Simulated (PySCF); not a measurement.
C3H8AlN, SMILES C=[CH][Al]([CH3])[NH2] (B3LYP/def2-SVP optimised geometry):

```
13

Al     0.311     0.106     0.000
C      2.273     0.106     0.000
H      2.671    -0.419     0.886
H      2.707     1.120    -0.005
H      2.671    -0.428    -0.881
C     -0.732    -1.553     0.000
C     -2.075    -1.619     0.009
H     -0.211    -2.523    -0.006
H     -2.626    -2.570     0.009
H     -2.707    -0.722     0.016
N     -0.571     1.654     0.000
H     -0.130     2.570     0.001
H     -1.580     1.769     0.000
```

Computed with PySCF with B3LYP/def2-TZVP.

Task: What are the frontier orbital energies and the dipole moment?

Result: HOMO-2 -7.59 eV, HOMO-1 -7.45 eV, HOMO -6.90 eV, LUMO -0.94 eV, LUMO+1 0.11 eV; dipole moment 0.67 D.

Meta-Löwdin charges at B3LYP/def2-TZVP: Al1 0.85, C2 -0.65, H3 0.12, H4 0.12, H5 0.12, C6 -0.39, C7 -0.20, H8 0.11, H9 0.11, H10 0.10, N11 -0.74, H12 0.23, H13 0.23.
